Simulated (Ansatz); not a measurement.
(AgF)2 ring (Ag2F2). Total charge 0; singlet. Geometry r2SCAN-D4/def2-TZVP, basis def2-TZVP, Ansatz.

Cartesian coordinates in Å:
```
Ag -0.1952 0.4069 -1.3780
F -1.1975 1.0306 0.4732
Ag 0.1931 -0.4092 1.3773
F 1.1996 -1.0282 -0.4726
```

```tsv
run	HOMO (eV)	LUMO (eV)
A	-10.05	-0.47
B	-6.03	-3.40
C	-9.80	-0.66
D	-5.87	-3.72
E	-7.22	-3.13
F	-6.64	-3.03
```

In the def2 sets Ag takes a core potential; there is no spin–orbit coupling. LC-ωPBE has ω = 0.4 bohr⁻¹. B3LYP takes the VWN-RPA correlation.

The runs used B3LYP, LC-ωPBE, PBE, r2SCAN, r2SCANh, ωB97X-V. Estimate which is which.

A LC-ωPBE (range-separated); B r2SCAN (0 % exact exchange); C ωB97X-V (range-separated); D PBE (0 % exact exchange); E B3LYP (20 % exact exchange); F r2SCANh (10 % exact exchange). Exact exchange lowers occupied and raises empty levels; among semilocal functionals meta-GGAs tend to open the gap a little, and such runs are hard to tell apart. The gap grows from 2.15 eV (PBE) to 9.58 eV (LC-ωPBE).
